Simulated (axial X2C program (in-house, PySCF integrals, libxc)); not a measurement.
Correcting the dissociation energy of NiO⁺ for spin–orbit coupling

A spin-free PBE0 curve (one-electron X2C) was computed with an in-house relativistic program for diatomic molecules, basis Ni dyall-cv3z [9s9p6d3f2g], O dyall-av3z [7s6p3d2f] (cores contracted in-house), for the state M_S = 3/2, Λ = 0 (beyond evenly filled blocks: σα, π+α, π-α). It gives D0 = 2.371 eV to Ni+ + O, which in a spin-free picture are the weighted means of the ground terms.

Measured levels of the ground terms (NIST Handbook of Basic Atomic Spectroscopic Data), in cm⁻¹: Ni+ 2D: J = 5/2 at 0, J = 3/2 at 1506.9; O 3P: J = 2 at 0, J = 1 at 158.3, J = 0 at 227.

The molecular state has Λ = 0, so it has no first-order lowering.

Task: How far does each ground level lie under the (2J+1)-weighted mean of its term?

Result: Ni+: (6 × 0 + 4 × 1506.9)/10 = 603 cm⁻¹; O: (5 × 0 + 3 × 158.3 + 1 × 227)/9 = 78 cm⁻¹.

Task: Correct D0.

Result: D0 = 2.371 + (0 − 681)/8065.5 = 2.287 eV at PBE0 with these spin–orbit terms.

Second-order spin–orbit effects in the molecule, which grow quickly with Z, are left out. The state is a single determinant with fixed occupations, the lowest that a limited PBE0 search found. Dissociation energies refer to the lowest single-determinant-based atoms at the same level and basis. PBE0 can misorder states that lie within some tenths of an eV, so this need not be the ground state of the molecule. The nearest other spin-free determinant of the search, M_S = 1/2, Λ = 0, lies 0.41 eV up at the distance of the search.
